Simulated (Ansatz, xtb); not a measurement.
Isomers of C2H9Ge2NO in order of energy

3 gas-phase structures of C2H9Ge2NO, from a drawn sample of its isomers (lower ones may exist). Each was relaxed with GFN2-xTB; where two conformers were screened, the lower at r2SCAN-D4/def2-SVP is listed:

A. `O=CN[CH2][GeH2][GeH3]`, a singlet
B. `CC(=O)[N]([GeH3])[GeH3]`, a singlet
C. `NC(=O)[CH]([GeH3])[GeH3]`, a singlet

Question: Estimate their order in r2SCAN-D4/def2-SVP energy at these geometries, lowest first.

Answer: Calculated order at r2SCAN-D4/def2-SVP: B (0.000), C (0.401), A (0.405) eV. Less than 1 kcal/mol parts C and A, so the order within that pair means little.

Energies above the lowest of each column, in eV; the last columns are at PBE-D3(BJ)/def2-SVP geometries:

```csv
structure,GFN2-xTB,HF/STO-3G,r2SCAN-D4/def2-SVP,PBE-D3(BJ)/def2-SVP,CCSD(T)/def2-SVP + ΔMP2/def2-TZVPP
B,0.000,0.000,0.000,0.000,0.000
C,1.176,1.177,0.401,0.347,0.451
A,0.720,1.022,0.405,0.279,0.589
```

Every level run on B puts it lowest or level with the lowest. Flexible structures stand in one conformer each, not always the lowest. ΔMP2 is the change of the MP2 energy from the smaller to the larger basis.

Programs: Ansatz 0.2.0, xtb 6.7.1.
